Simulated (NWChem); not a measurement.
System meant: C2H4O3Si; SMILES O=C1OCO[SiH2]1

The following NWChem deck was run.

```
start job
memory heap 200 mb stack 900 mb global 1100 mb
geometry units angstroms noautoz
  O     -0.274102     2.225480     0.000000
  C     -0.046770     1.039713     0.000000
  O      1.248010     0.552500     0.000000
  C      1.391874    -0.874829     0.000000
  O      0.160516    -1.557022     0.000000
  Si    -1.181458    -0.522637     0.000000
  H      1.974661    -1.147049    -0.908664
  H      1.974661    -1.147049     0.908664
  H     -2.018938    -0.671237     1.233433
  H     -2.018938    -0.671237    -1.233433
end
basis spherical
  O library def2-svp
  C library def2-svp
  Si library def2-svp
  H library def2-svp
end
dft
  xc pbe0
  iterations 4
  mulliken
end
task dft energy
```

End of the output:

```
    Atom       Charge   Shell Charges
 -----------   ------   -------------------------------------------------------
    1 O    8     8.15   1.97  0.93  0.65  2.67  1.89  0.03
    2 C    6     6.04   1.96  0.64  0.36  1.76  1.05  0.26
    3 O    8     8.13   1.97  0.93  0.58  2.71  1.90  0.03
    4 C    6     5.81   1.96  0.59  0.30  1.76  1.01  0.19
    5 O    8     8.28   1.97  0.91  0.61  2.73  2.03  0.02
    6 Si  14    13.48   2.00  1.93  0.66  0.33  5.82  1.29  1.01  0.44
    7 H    1     0.98   0.66  0.26  0.06
    8 H    1     0.98   0.66  0.26  0.06
    9 H    1     1.08   0.64  0.42  0.02
   10 H    1     1.08   0.64  0.42  0.02

 center of mass
 --------------
 x =   0.00588135 y =   0.06519699 z =   0.00000000

 moments of inertia (a.u.)
 ------------------
         574.907581381443           0.000000000000           0.000000000000
           0.000000000000         391.111472021177           0.000000000000
           0.000000000000           0.000000000000         932.231175320359

     Multipole analysis of the density
     ---------------------------------

     L   x y z        total         alpha         beta         nuclear
     -   - - -        -----         -----         ----         -------
     0   0 0 0     -0.000000    -27.000000    -27.000000     54.000000

     1   1 0 0     -0.156370     -0.078185     -0.078185      0.000000
     1   0 1 0     -1.092307     -0.546154     -0.546154     -0.000000
     1   0 0 1      0.000000      0.000000      0.000000      0.000000

     2   2 0 0    -28.162886   -121.624307   -121.624307    215.085729
     2   1 1 0     -1.562932      1.309175      1.309175     -4.181282
     2   1 0 1     -0.000000     -0.000000     -0.000000      0.000000
     2   0 2 0    -37.864762   -161.872270   -161.872270    285.879778
     2   0 1 1     -0.000000     -0.000000     -0.000000      0.000000
     2   0 0 2    -29.889682    -23.326226    -23.326226     16.762770

 ------------------------------------------------------------------------
 dft energy failed                                                                                  0
 ------------------------------------------------------------------------
 ------------------------------------------------------------------------
  current input line :
    26: task dft energy
 ------------------------------------------------------------------------
 ------------------------------------------------------------------------
 This type of error is most commonly associated with calculations not reaching convergence criteria
 ------------------------------------------------------------------------
 For more information see the NWChem manual at https://nwchemgit.github.io

0:dft energy failed:Received an Error in Communication
```

Q: Can this run be used? If not, why, and what is the fix?

A: Convergence was not reached. Cause: the SCF was allowed too few iterations. This input runs:
```
start job
memory heap 200 mb stack 900 mb global 1100 mb
geometry units angstroms noautoz
  O     -0.274102     2.225480     0.000000
  C     -0.046770     1.039713     0.000000
  O      1.248010     0.552500     0.000000
  C      1.391874    -0.874829     0.000000
  O      0.160516    -1.557022     0.000000
  Si    -1.181458    -0.522637     0.000000
  H      1.974661    -1.147049    -0.908664
  H      1.974661    -1.147049     0.908664
  H     -2.018938    -0.671237     1.233433
  H     -2.018938    -0.671237    -1.233433
end
basis spherical
  * library def2-svp
end
dft
  xc pbe0
  iterations 150
  mulliken
end
task dft energy
```
It converges to -593.02964 Ha (PBE0/def2-SVP).
